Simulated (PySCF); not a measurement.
## SMILES CC[SiH2]O/C=C/Cl, C$_{4}$H$_{9}$ClOSi

Molfile (atoms numbered from 1):
```
C4H9ClOSi
     RDKit          3D

 16 15  0  0  0  0  0  0  0  0999 V2000
   -2.0677    0.8466    0.8299 C   0  0  0  0  0  0  0  0  0  0  0  0
   -1.8593   -0.5403    0.2279 C   0  0  0  0  0  0  0  0  0  0  0  0
   -0.4416   -0.6178   -1.0259 Si  0  0  0  0  0  4  0  0  0  0  0  0
    0.8595   -0.2207   -0.1134 O   0  0  0  0  0  0  0  0  0  0  0  0
    2.1535   -0.1125   -0.4427 C   0  0  0  0  0  0  0  0  0  0  0  0
    3.0616    0.2513    0.4537 C   0  0  0  0  0  0  0  0  0  0  0  0
    4.7190    0.3953    0.0409 Cl  0  0  0  0  0  0  0  0  0  0  0  0
   -2.8810    0.8347    1.5537 H   0  0  0  0  0  0  0  0  0  0  0  0
   -1.1648    1.1810    1.3348 H   0  0  0  0  0  0  0  0  0  0  0  0
   -2.3134    1.5690    0.0549 H   0  0  0  0  0  0  0  0  0  0  0  0
   -2.7777   -0.8577   -0.2662 H   0  0  0  0  0  0  0  0  0  0  0  0
   -1.6811   -1.2526    1.0351 H   0  0  0  0  0  0  0  0  0  0  0  0
   -0.5939    0.3503   -2.1173 H   0  0  0  0  0  0  0  0  0  0  0  0
   -0.2670   -1.9601   -1.5889 H   0  0  0  0  0  0  0  0  0  0  0  0
    2.4229   -0.3335   -1.4680 H   0  0  0  0  0  0  0  0  0  0  0  0
    2.8233    0.4759    1.4802 H   0  0  0  0  0  0  0  0  0  0  0  0
  1  2  1  0
  2  3  1  0
  3  4  1  0
  4  5  1  0
  5  6  2  0
  6  7  1  0
  1  8  1  0
  1  9  1  0
  1 10  1  0
  2 11  1  0
  2 12  1  0
  3 13  1  0
  3 14  1  0
  5 15  1  0
  6 16  1  0
M  END
```

Theory: GIAO BP86/6-31G magnetisability, rotational g tensor and spin-rotation constants, non-relativistic, gas phase in PySCF 2.14.0. Geometry: GFN2-xTB.

(1) Give the nuclear spin-rotation constants along the inertial axes (H = +C I·J) beside the isotropic shieldings.

## Answers

(1) Rotational constants 5.3914, 0.5679, 0.5280 GHz. A star marks the isotopologue with that one atom substituted, in its own axes.
| atom | isotope | Caa (kHz) | Cbb (kHz) | Ccc (kHz) | mean (kHz) | σ (ppm) |
| --- | --- | --- | --- | --- | --- | --- |
| Cl7 | 35Cl | 0.580 | 0.131 | 0.100 | 0.270 | 848.5 |
| H8 | 1H | -0.216 | -0.041 | -0.054 | -0.103 | 31.5 |
| H9 | 1H | -0.089 | -0.043 | -0.060 | -0.064 | 31.2 |
| H10 | 1H | -0.597 | -0.064 | 0.003 | -0.220 | 31.8 |
| H11 | 1H | -0.068 | -0.054 | -0.066 | -0.062 | 32.3 |
| H12 | 1H | -0.599 | -0.064 | 0.003 | -0.220 | 31.5 |
| H13 | 1H | -0.508 | -0.053 | 0.019 | -0.180 | 27.8 |
| H14 | 1H | -0.504 | 0.001 | -0.030 | -0.178 | 27.7 |
| H15 | 1H | -0.454 | 0.026 | -0.050 | -0.159 | 26.3 |
| H16 | 1H | -0.554 | 0.025 | -0.047 | -0.192 | 27.3 |
| C1 | 13C* | 0.660 | 0.064 | 0.058 | 0.261 | 185.7 |
| C2 | 13C* | 0.611 | 0.065 | 0.065 | 0.247 | 185.3 |
| Si3 | 29Si* | -2.620 | -0.327 | -0.326 | -1.091 | 408.4 |
| O4 | 17O* | -0.998 | -0.076 | -0.024 | -0.366 | 248.5 |
| C5 | 13C* | 1.927 | 0.187 | 0.119 | 0.744 | 62.2 |
| C6 | 13C* | 1.831 | 0.150 | 0.096 | 0.692 | 89.6 |

For the geometry as given, no vibrational averaging.
